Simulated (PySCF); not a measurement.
**Rubidium: a sound run and one with changed settings**

Sound run: Rb [Kr] 5s1, Rb⁺ [Kr]. Computed with PySCF 2.14 in Sapporo-DKH3-DZP-2012, with the spin-free X2C one-electron Hamiltonian (Gaussian nucleus). The sound run starts from symmetry-adapted Hartree-Fock orbitals and uses a fine grid where one is needed.

Changed run: 14 angular points. This setting is unsound on purpose.

| species | method | sound run (hartree) | changed run (hartree) | converged |
| --- | --- | --- | --- | --- |
| Rb | UHF | -2978.97194 | -2978.97194 | yes |
| Rb | PBE | -2980.47836 | -2980.47836 | yes |
| Rb | LDA | -2976.82489 | -2976.82489 | yes |
| Rb⁺ | UHF | -2978.83217 | -2978.83217 | yes |
| Rb⁺ | PBE | -2980.32095 | -2980.32095 | yes |
| Rb⁺ | LDA | -2976.66314 | -2976.66314 | yes |

Ionisation energy of Rb:

```json
{"method": "UHF", "sound run (eV)": "3.803", "changed run (eV)": "3.803"}
{"method": "PBE", "sound run (eV)": "4.283", "changed run (eV)": "4.283"}
{"method": "LDA", "sound run (eV)": "4.401", "changed run (eV)": "4.401"}
```

Here the setting changes nothing at the digits shown.

For comparison, NIST gives 4.177 eV between the lowest levels.
